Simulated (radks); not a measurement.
P8+, 7 electrons, occupied as 1s1 2s2 2p3 3p1 (not the ground configuration). All-electron calculation, scalar-relativistic Kohn-Sham, PBE, spin-polarised, spherical densities, point nucleus; open shells are filled with parallel spins first. Program: a radial shooting solver on a logarithmic mesh with Libxc functionals.

Normalised radial functions P(r) = r R(r), r in bohr:

| r | 2s up |
|---|---|
| 0.005839 | 0.1944 |
| 0.007306 | 0.2374 |
| 0.009067 | 0.2863 |
| 0.01134 | 0.3452 |
| 0.01419 | 0.4123 |
| 0.01775 | 0.4865 |
| 0.02221 | 0.5652 |
| 0.02779 | 0.6434 |
| 0.03477 | 0.7130 |
| 0.04349 | 0.7616 |
| 0.05398 | 0.7730 |
| 0.06753 | 0.7279 |
| 0.08449 | 0.6029 |
| 0.1057 | 0.3793 |
| 0.1322 | 0.0506 |
| 0.1654 | -0.3669 |
| 0.207 | -0.8244 |
| 0.259 | -1.2400 |
| 0.3214 | -1.5071 |
| 0.4021 | -1.5656 |
| 0.503 | -1.3820 |
| 0.6293 | -1.0232 |
| 0.7873 | -0.6197 |
| 0.985 | -0.2962 |
| 1.232 | -0.1061 |
| 1.542 | -0.0266 |
| 1.913 | -0.0046 |
| 2.394 | -0.0004 |
| 2.995 | 0.0000 |
| 3.747 | 0.0000 |

2s up: eigenvalue -429.69 eV, 1 radial node at r = 0.136 bohr, <r> = 0.451 bohr, 90 % of the charge inside 0.695 bohr.
